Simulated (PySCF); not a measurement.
C4H4BNO, SMILES C#C[C@H]1B(O)C=N1. Heavy atoms are numbered as in [CH:1]#[C:2][C@@H:3]1[N:4]=[CH:5][B:6]1[OH:7]. Hydrogens are named by the atom that carries them.

Coordinates come from a PBE0-D3(BJ)/def2-SVP optimisation. The structure was generated by enumeration; whether it is a known compound was not checked. The values are those of a single conformer.

Level of theory: M06-2X/def2-TZVP (PySCF).

ESP charges are fitted to the potential on shells at 1.4 to 2.0 van der Waals radii. Atomic charges (e), one atom of each kind:

```tsv
atom	ESP fit	IAO
C1 (CH)	-0.54	-0.25
C2	0.10	-0.03
C3 (CH)	?	-0.20
N4	-0.41	-0.22
C5 (CH)	0.19	-0.12
B6	?	0.41
O7 (OH)	?	-0.51
H on C1	0.34	0.20
H on C3	?	0.17
H on C5	0.07	0.16
H on O7	?	0.39
```

### Question
Fill in the missing entries. (An estimate is asked for; the answer gives what the named calculation found.)

### Answer

- C3 (CH), ESP fit: 0.07
- B6, ESP fit: 0.20
- O7 (OH), ESP fit: -0.53
- H on C3, ESP fit: 0.09
- H on O7, ESP fit: 0.41

### Question
Give the Mayer and Wiberg (Löwdin basis) orders of the bonds. (Estimate from the structure and the level; the computed values follow.)

### Answer

| bond | Mayer | Wiberg |
|---|---|---|
| C1–C2 | 2.99 | 2.94 |
| C2–C3 | 1.08 | 1.26 |
| C3–N4 | 0.90 | 1.12 |
| N4–C5 | 1.77 | 2.11 |
| C3–B6 | 0.96 | 1.03 |
| C5–B6 | 1.06 | 1.19 |
| B6–O7 | 1.44 | 2.08 |
